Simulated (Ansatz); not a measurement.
One change: `O[SiH2]N[SiH](O)O` becomes `O[SiH2]N[SiH](O)Cl`.

Ansatz, PBE0-D4/def2-TZVP geometries, multiplicity 1. Each molecule was computed in one conformer, which needn't be the lowest.

```json
{"property": "HOMO energy (ωB97M-V/def2-TZVPP) / eV", "`O[SiH2]N[SiH](O)O`": "-10.28"}
{"property": "LUMO energy (B3LYP/def2-TZVPP) / eV", "`O[SiH2]N[SiH](O)O`": "0.06"}
{"property": "HOMO energy (PBE/def2-TZVPP) / eV", "`O[SiH2]N[SiH](O)O`": "-6.56"}
{"property": "LUMO energy (ωB97M-V/def2-TZVPP) / eV", "`O[SiH2]N[SiH](O)O`": "1.89"}
{"property": "HOMO energy (PBE0/def2-TZVPP) / eV", "`O[SiH2]N[SiH](O)O`": "-7.94"}
{"property": "size of the dipole moment (PBE/def2-TZVPP) / D", "`O[SiH2]N[SiH](O)O`": "0.86"}
```

(1) Give the same properties after the change, and the shifts. (An estimate is asked.)

Results:

(1) The calculation gave: 
```csv
property,`O[SiH2]N[SiH](O)Cl`,shift
HOMO energy (ωB97M-V/def2-TZVPP) / eV,-10.26,0.02
LUMO energy (B3LYP/def2-TZVPP) / eV,-0.05,-0.11
HOMO energy (PBE/def2-TZVPP) / eV,-6.58,-0.02
LUMO energy (ωB97M-V/def2-TZVPP) / eV,1.82,-0.07
HOMO energy (PBE0/def2-TZVPP) / eV,-7.96,-0.02
size of the dipole moment (PBE/def2-TZVPP) / D,1.95,1.09
```

Dipoles are sizes alone; their direction can turn.

B3LYP here is the variant with VWN-RPA as its local correlation; programs differ in this.
